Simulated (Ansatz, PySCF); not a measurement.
Reaction 3 R1 + R2 → P1 + 4 P2, each structure at its B3LYP-D3(BJ)/def2-TZVP stationary point, reached from a drawn start (curvature not checked).
P1, H2O3Si (SMILES O=[Si](O)O) (charge 0, multiplicity 1):
```xyz
6

Si     0.0000     0.2676     0.0000
O      0.0000     1.7829     0.0000
O      1.2745    -0.7276     0.0000
O     -1.2745    -0.7276     0.0000
H      2.1364    -0.2976     0.0000
H     -2.1364    -0.2976     0.0000
```
P2: H2 (SMILES [H][H]), charge 0, multiplicity 1.
R1, H2O (SMILES O) (charge 0, multiplicity 1, Z-matrix in Å and degrees):
```
O
H 1 0.9627
H 1 0.9627 2 105.24
```
R2: SiH4 (SMILES [SiH4]), charge 0, multiplicity 1.

P less R. No zero-point or thermal terms. One arrangement of each flexible species, with no search for the lowest.

Correlated levels freeze the cores.

The values were computed with Ansatz (Gaussian orbitals); PySCF for M06-2X and the D3/D4 terms. Each number belongs to the level named beside it.

```
level                   reaction energy (kJ/mol)
----------------------  ------------------------
SVWN5/def2-TZVPP                           -43.9
BLYP-D3(BJ)/def2-TZVPP                     -96.5
BLYP-D4/def2-TZVPP                        -101.6
revPBE/def2-TZVPP                          -66.3
B97M-V/def2-TZVPP                          -76.4
M06-2X/def2-TZVPP                          -92.9
wB97X-V/def2-TZVPP                         -56.0
MP2/cc-pV(Q+d)Z                                ?
CCSD/cc-pV(D+d)Z                               ?
```

### Question
Complete the blanks.

### Answer

- MP2/cc-pV(Q+d)Z, reaction energy (kJ/mol): -98.6
- CCSD/cc-pV(D+d)Z, reaction energy (kJ/mol): -12.2

Ansatz is a program for electronic structure.
